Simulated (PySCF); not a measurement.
C6H8ClO (doublet state).
Z-matrix (Å and degrees, GFN2-xTB geometry), rows numbered from 1:
```
C 
O   1  1.4083
C   2  1.3534  1  116.75
C   3  1.3765  2  130.40  1     0.29
C   4  1.3837  3  109.46  2   179.94
Cl  5  1.7049  4  126.03  3  -179.81
C   5  1.4976  4  111.85  3    -0.03
C   3  1.5037  2  118.43  1  -179.77
H   1  1.0883  2  106.14  3   179.82
H   1  1.0944  2  111.20  3    60.73
H   1  1.0943  2  111.23  3   -61.11
H   4  1.0742  3  126.51  2    -0.07
H   7  1.0936  5  111.26  4  -120.33
H   7  1.0935  5  111.25  4   120.41
H   8  1.0921  3  110.64  2   -59.14
H   8  1.0922  3  110.65  2    59.33
```

The hyperfine couplings belong to this conformer and change with its torsions.

As a line formula: `COC1=C[C](Cl)CC1` [radical].

Method: UKS B3LYP, pcH-1 on C Cl H O, non-relativistic, mean-field spin-orbit, GIAO (PySCF 2.14.0). One conformer (not necessarily the lowest) at the GFN2-xTB geometry, without solvent, vibrations or thermal averaging. A GFN2-xTB geometry isn't a minimum of the functional, and hyperfine couplings can be far from their values at a DFT geometry. Stability of the SCF solution: not tested.

(1) Predict the first-order ENDOR lines of H13/H14, H15/H16, H12, H9/H10/H11 and Cl6 under fast tumbling at B = 3352.8 mT (W band).

(2) Which pairs are centred on the nuclear Larmor frequency, and which on half the coupling?

(3) At what field would the lower line of H15/H16 fall to zero frequency?

Results:

(1) For S = 1/2 in fast tumbling each set of equivalent nuclei gives two lines, ν± = |νn ± a/2| to first order, with νn = g_N μN B/h and μN/h = 7.62259 MHz/T.

```tsv
nuclei	isotope	g_N	νn (MHz)	a_iso (MHz)	lower line (MHz)	upper line (MHz)
H13/H14	1H	5.5857	142.75	64.32	110.59	174.91
H15/H16	1H	5.5857	142.75	47.88	118.82	166.69
H12	1H	5.5857	142.75	9.10	138.20	147.30
H9/H10/H11	1H	5.5857	142.75	3.84	140.83	144.68
Cl6	35Cl	0.5479	14.00	2.78	12.61	15.39
```

(2) Centred on νn, since |a| < 2νn: H13/H14, H15/H16, H12, H9/H10/H11 and Cl6. No pair has |a| > 2νn.

(3) Where νn = |a|/2, that is B = 23.94 MHz/(5.5857 × 7.62259 MHz/T) = 562 mT, as far as first order holds there.

Class means assume fast exchange of nuclei equivalent by connectivity; if that motion is slow, each nucleus keeps its own coupling. The three 1H nuclei of mean +3.8 MHz run from -1.2 to 6.4 MHz in the frozen geometry.

Main isotope only: 35Cl (natural samples also hold 24 % 37Cl, magnetic too, which adds its own pattern).
